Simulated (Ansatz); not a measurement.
`BC(B)[SiH3]` + `[CH3][AlH][OH]` → `B[O][AlH][CH3]` + `BC[SiH3]` at 600 K and 1 bar (ligand exchange at a B–C bond).

Program: Ansatz. Geometries: PBE0-D4/def2-TZVP. ΔE: electronic, gas phase. CCSD(T)/CBS is the MP2 limit (def2-TZVPP, def2-QZVPP) plus CCSD(T) − MP2 in def2-TZVPP, frozen cores. One conformer a species, not always the lowest.

```json
{"species": "`BC(B)[SiH3]`", "CCSD(T)/CBS energy (Eh)": "-381.50288", "H − E (kJ/mol)": "285.5", "S (J/(mol·K))": "428.1"}
{"species": "`[CH3][AlH][OH]`", "CCSD(T)/CBS energy (Eh)": "-358.31021", "H − E (kJ/mol)": "194.9", "S (J/(mol·K))": "376.4"}
{"species": "`B[O][AlH][CH3]`", "CCSD(T)/CBS energy (Eh)": "-383.73557", "H − E (kJ/mol)": "237.5", "S (J/(mol·K))": "438.0"}
{"species": "`BC[SiH3]`", "CCSD(T)/CBS energy (Eh)": "-356.11784", "H − E (kJ/mol)": "242.0", "S (J/(mol·K))": "382.1"}
```

H − E and S are ideal-gas, rigid-rotor, harmonic terms from PBE0-D4/def2-TZVP, for one conformer and one mirror image of each species. 1 Eh = 2625.50 kJ/mol, R = 8.31446 J/(mol·K).

**Question.** By hand: ΔE, ΔH, ΔS and ΔG.

**Answer.** ΔE = (-383.73557) + (-356.11784) − (-381.50288) − (-358.31021) = -0.04032 Eh = -105.9 kJ/mol. Δ(H − E) = 237.5 + 242.0 − 285.5 − 194.9 = -0.9, so ΔH = -106.8 kJ/mol. ΔS = 438.0 + 382.1 − 428.1 − 376.4 = 15.6 J/(mol·K). ΔG = -106.8 − 600 × (15.6)/1000 = -116.2 kJ/mol.

**Question.** By hand: the equilibrium constant, and the temperature at which ΔG would vanish if ΔH and ΔS stayed fixed.

**Answer.** log₁₀ K = −ΔG/(RT ln 10) = 10.1. ΔH and −TΔS have one sign here, so there is no such temperature.

ΔH outweighs TΔS. A doubt of 5 kJ/mol in ΔE shifts log₁₀ K by 0.4 here. Other conformers and mirror images would add mixing entropy, several J/(mol·K) or more a flexible species. Modes under 60 cm⁻¹, often nearly free rotors, make the harmonic entropy too high. These are equilibria of isolated gas molecules and say nothing of rates. Largest T1 diagnostic: 0.013 (customary marks: 0.02 for closed shells, 0.045 for open ones).
